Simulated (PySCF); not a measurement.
A PySCF script (with the pyscf-properties extension) for the NMR shieldings of `FC(C/C=C/BC#C)F`, C₆H₇BF₂, on a GFN2-xTB geometry:

```python
import basis_set_exchange as bse
import numpy as np
from pyscf import gto, dft
from pyscf.prop import nmr

atoms = """
C     4.418349    0.347028    0.555570
C     3.295598    0.599212    0.192908
B     1.891820    0.901014   -0.249500
C     0.758995   -0.089671    0.114672
C    -0.519629    0.092937   -0.222489
C    -1.634459   -0.847429    0.112352
C    -2.771343   -0.125513    0.822519
F    -3.831354   -0.955620    0.994751
F    -2.398049    0.267469    2.063983
H     5.398723    0.130135    0.870338
H     1.666335    1.873202   -0.863837
H     0.997157   -0.985237    0.679477
H    -0.814817    0.971349   -0.783310
H    -2.051362   -1.278307   -0.802970
H    -1.281606   -1.658123    0.753134
H    -3.131957    0.766496    0.285958
"""
names = dict.fromkeys(["C", "B", "F", "H"], "pcSseg-1")
basis = {el: gto.basis.parse(bse.get_basis(n, elements=[el], fmt="nwchem")) for el, n in names.items()}
mol = gto.M(atom=atoms, basis=basis, charge=0, verbose=0)
mf = dft.RKS(mol, xc="PBE0")
mf.grids.level = 2
mf.grids.alignment = dft.numint.BLKSIZE   # the property module wants whole blocks of grid points
mf.conv_tol = 1e-9
mf.kernel()

calc = nmr.RKS(mf)   # GIAO
C = mf.mo_coeff
Co = C[:, mf.mo_occ > 0]
resp = mf.gen_response(singlet=True, hermi=2)
def vind(x):   # induced exchange potential for any number of trial vectors
    d = np.einsum("pi,xij,qj->xpq", C, 2 * x.reshape(-1, C.shape[1], Co.shape[1]), Co, optimize=True)
    return np.einsum("xpq,pi,qj->xij", resp(d - d.transpose(0, 2, 1)), C, Co, optimize=True).ravel()
mo1, _ = nmr.rhf.solve_mo1(calc, with_cphf=vind)
sigma = calc.kernel(mo1)
for i, s in enumerate(sigma):   # ppm
    w = np.linalg.eigvalsh((s + s.T) / 2)
    print("%2d %-2s iso %8.1f  s11 %8.1f  s22 %8.1f  s33 %8.1f" % (i, mol.atom_pure_symbol(i), w.mean(), *w))
```

Task: What are the results?

Result: 
```
 0 C  iso     55.1  s11      2.5  s22     24.4  s33    138.3
 1 C  iso     85.1  s11    -20.3  s22    -15.3  s33    290.9
 2 B  iso     45.7  s11     -5.8  s22     18.1  s33    124.8
 3 C  iso     34.6  s11    -83.1  s22     28.5  s33    158.3
 4 C  iso     19.0  s11    -97.8  s22      7.3  s33    147.5
 5 C  iso    137.7  s11    120.7  s22    138.2  s33    154.3
 6 C  iso     64.6  s11     46.3  s22     66.8  s33     80.5
 7 F  iso    303.3  s11    197.4  s22    333.3  s33    379.2
 8 F  iso    300.3  s11    208.8  s22    324.2  s33    367.8
 9 H  iso     27.2  s11     24.8  s22     25.4  s33     31.4
10 H  iso     25.6  s11     22.5  s22     26.1  s33     28.3
11 H  iso     24.6  s11     19.1  s22     24.3  s33     30.4
12 H  iso     24.8  s11     21.7  s22     24.2  s33     28.4
13 H  iso     28.7  s11     25.4  s22     28.1  s33     32.7
14 H  iso     28.8  s11     25.9  s22     28.9  s33     31.5
15 H  iso     25.4  s11     23.2  s22     24.6  s33     28.4
```

These numbers come from an equivalent density-fitted implementation of the same equations, which agrees with the script to about 0.01 ppm for H and up to a few tenths of a ppm for heavy atoms, so last digits may differ.

Size and cost of the density-fitted run: 188 basis functions, 45 s wall time on 1 thread of an Arm Neoverse N1, shared host; peak memory 0.83 GiB.
